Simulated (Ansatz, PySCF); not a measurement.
Reaction (SMILES): c1cc[nH]c1 [1H-pyrrole] -> [c]1ccc[nH]1 + H atom (the C-H bond at the site shown breaks; other sites are not compared here)
Structures are relaxed separately at B3LYP-D3(BJ)/def2-TZVP in Ansatz (a quantum-chemistry and plane-wave program). Frequencies are from Ansatz or PySCF. Markedly spin-contaminated UHF reference, which strains HF, MP2 and, less, CCSD(T): [c]1ccc[nH]1.

Property: bond dissociation energy (0 K, with B3LYP-D3(BJ) harmonic zero-point energies), in eV. Cores are frozen in the correlated levels unless marked. Open shells are spin-unrestricted. No spin-orbit coupling. No relativistic terms. 

| level | program | bond dissociation energy (eV) |
|---|---|---|
| HF-D4/def2-TZVPD | PySCF + dftd4 | 4.00 |
| B3LYP-D3(BJ)/def2-TZVPD | Ansatz + dftd3 | 5.08 |
| TPSSh-D3(BJ)/def2-TZVPD | PySCF + dftd3 | 5.05 |
| TPSSh-D4/def2-TZVPD | PySCF + dftd4 | 5.05 |
| HSE06-D4/def2-TZVPD | Ansatz + dftd4 | 4.99 |
| CAM-B3LYP-D3(BJ)/def2-TZVPD | Ansatz + dftd3 | 5.10 |
| LC-wPBE-D4/def2-TZVPD | Ansatz + dftd4 | 4.98 |
| wB97X-V/def2-TZVPD | Ansatz | 5.12 |
| B2PLYP/def2-TZVPD | Ansatz | 5.06 |
